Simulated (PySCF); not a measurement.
## 31P chemical shifts

[PySCF 2.14.0 with density-fitted response routines: geometry from GFN2-xTB; NMR shieldings at PBE0/pcSseg-1/GIAO; gas phase; one conformer; relativity neglected; one averaged value for each set of equivalent atoms]

Shieldings were converted by a linear fit to measured shifts: 31P: δ = 270.09 − 0.828σ (rms 18.1 ppm, 64 shifts vs H3PO4, solution or neat liquid). A few per cent of atoms miss by over 2 rms, more outside the fitted compound classes.

**Question.** Give the 31P shifts of `CC/C=P\n1cccc1`, `CCc1[nH]ccp1`.

**Answer.** 
```
      compound                                     environment  δ (ppm)
CC/C=P\n1cccc1                       phosphorus bonded to C, N    228.3
  CCc1[nH]ccp1  phosphorus bonded to 2 C, in a 5-membered ring     89.6
```

**Question.** Match the shifts 222.1, 198.7, 170.4, 88.6, -15.1 ppm to `CN(C)c1cccpc1`, `CC(C)c1ccpcn1`, `Cn1ccpc1C1CC1`, `CC(C)c1cnccp1`, `C#C[P@]1(=N)C[C@H](C=C)C1`.

**Answer.** 222.1: CC(C)c1cnccp1 (phosphorus bonded to 2 C, in a 6-membered ring); 198.7: CN(C)c1cccpc1 (phosphorus bonded to 2 C, in a 6-membered ring); 170.4: CC(C)c1ccpcn1 (phosphorus bonded to 2 C, in a 6-membered ring); 88.6: Cn1ccpc1C1CC1 (phosphorus bonded to 2 C, in a 5-membered ring); -15.1: C#C[P@]1(=N)C[C@H](C=C)C1 (phosphorus bonded to 3 C, N, in a 4-membered ring).
